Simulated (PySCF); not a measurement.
A rate constant, worked out

An elementary step of GeH3SF, singlet (GeH₃SF ([F][GeH2][SH]) → GeH₂S ([S][GeH2]) + HF; Ge–F, S–H broken or loosened, F–H formed or tightened). The start structure is the reactant molecule, and the electronic barrier above it is 1.685 eV by CCSD(T) at an estimated basis limit (MP2 extrapolated from triple and quadruple zeta, plus CCSD(T) − MP2 in triple zeta). PySCF 2.14 with density fitting (its default auxiliary sets; JK sets also for MP2 and CCSD(T)); basis: def2-TZVPP and def2-QZVPP; cores frozen in the correlated methods. Filled d shells of the heavier atoms are correlated. The def2 sets are not built for correlating such inner shells, so the correlated values are less sure here. Extrapolation: Hartree–Fock as exp(−7.88 √X), correlation as X^−2.97. Harmonic wavenumbers (analytic Hessian with the translational sum rule) at PBE0-D4/def2-TZVP (PySCF 2.14 with density fitting (its default auxiliary sets; JK sets also for MP2 and CCSD(T))), in cm⁻¹:

Start: 172, 200, 424, 475, 663, 692, 769, 806, 848, 2181, 2201, 2717.

Saddle: 437i, 298, 429, 532, 533, 678, 798, 846, 927, 1839, 2156, 2159.

(1) Work out the transition-state-theory rate constant at 300 K from these numbers alone (harmonic vibrations; rotation, path degeneracy and anharmonicity left out), and the Wigner tunnelling factor. Use 1 cm⁻¹ = 1.2398 × 10⁻⁴ eV and k_B = 8.617 × 10⁻⁵ eV/K.

T1 diagnostic: at most 0.016.

Results:

(1) Zero-point energies, half the sums: start 12148/2 cm⁻¹ = 0.7531 eV; saddle, real modes only, 11195/2 cm⁻¹ = 0.6940 eV.
Barrier with zero-point energy: 1.685 + 0.6940 − 0.7531 = 1.6259 eV.
k_BT = 0.02585 eV, so the barrier is 62.89 k_BT.
Vibrational partition functions from the zero-point level, ln q = −Σ ln(1 − exp(−hν/k_BT)): start 1.452, saddle 0.663.
k = (k_BT/h) exp(ln q‡ − ln q) exp(−E0/k_BT), with log₁₀(k_BT/h in s⁻¹) = 12.80: log₁₀ k = 12.80 + (-0.789 − 62.89)/2.3026 = -14.86, so k ≈ 1 × 10^(-15) s⁻¹.
Wigner factor: 1 + (hν‡/k_BT)²/24 = 1 + (2.10)²/24 = 1.18. A change of 1 kcal/mol (0.043 eV) in the barrier would change k by a factor of 5.4 at this temperature.

Labels in which every atom is bracketed show which atoms are joined, not bond orders.

For scale, one of the runs: CCSD(T)/def2-TZVPP, 163 basis functions, launched by `OMP_NUM_THREADS=4 python run.py`. Hardware: 4 CPU threads of an AMD EPYC 9R45, shared host. Wall time 71 s; peak host memory 1.6 GiB.
